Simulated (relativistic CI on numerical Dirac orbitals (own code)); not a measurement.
d1 to d9 in one octahedral field

Computed with a parametric ligand-field model without spin-orbit coupling, by exact diagonalisation: B = 810, C = 3460, 10Dq = 8700 cm⁻¹ (Oh; |10Dq|/B = 10.7) for every shell. Energies in cm⁻¹; the field energy is (0.6 n_e − 0.4 n_t2) × 10Dq of the ground term; g labels are left out.

| Shell | Ground term | Electrons in e | Field energy | First spin-allowed bands | Lowest term of other spin |
| --- | --- | --- | --- | --- | --- |
| d1 | 2T2 | 0.000 | -3480 | 2E 8700 |  |
| d2 | 3T1 | 0.073 | -6327 | 3T2 7631, 3A2 16331 | 1T2 12245 |
| d3 | 4A2 | 0.000 | -10440 | 4T2 8700, 4T1 14214 | 2E 15833 |
| d4 | 5E | 1.000 | -5220 | 5T2 8700 | 3T1 11275 |
| d5 | 6A1 | 2.000 | 0 | none | 4T1 19118 |
| d6 | 5T2 | 2.000 | -3480 | 5E 8700 | 3T1 10651 |
| d7 | ? | ? | ? | ? | ? |
| d8 | 3A2 | 2.000 | -10440 | 3T2 8700, 3T1 14214 | 1E 12977 |
| d9 | 2E | 3.000 | -5220 | 2T2 8700 |  |

Fill in the row of d7.

Ground term: 4T1; Electrons in e: 2.073; Field energy: -6327; First spin-allowed bands: 4T2 7631, 4A2 16331; Lowest term of other spin: 2E 7620. Every shell keeps the spin of the free ion. Only d4 to d7 can choose; the field needed to pair spins is smallest for d6 and largest for d5, which loses most exchange energy. In the strong-field picture 10Dq must exceed about 6B + 5C = 22160 (d4), 7.5B + 5C = 23375 (d5), 2.5B + 4C = 15865 (d6) and 4B + 4C = 17080 (d7); mixing of terms shifts these bounds somewhat. High-spin d^(n+5) repeats the spin-allowed bands of d^n, since the half-filled shell is spherical.
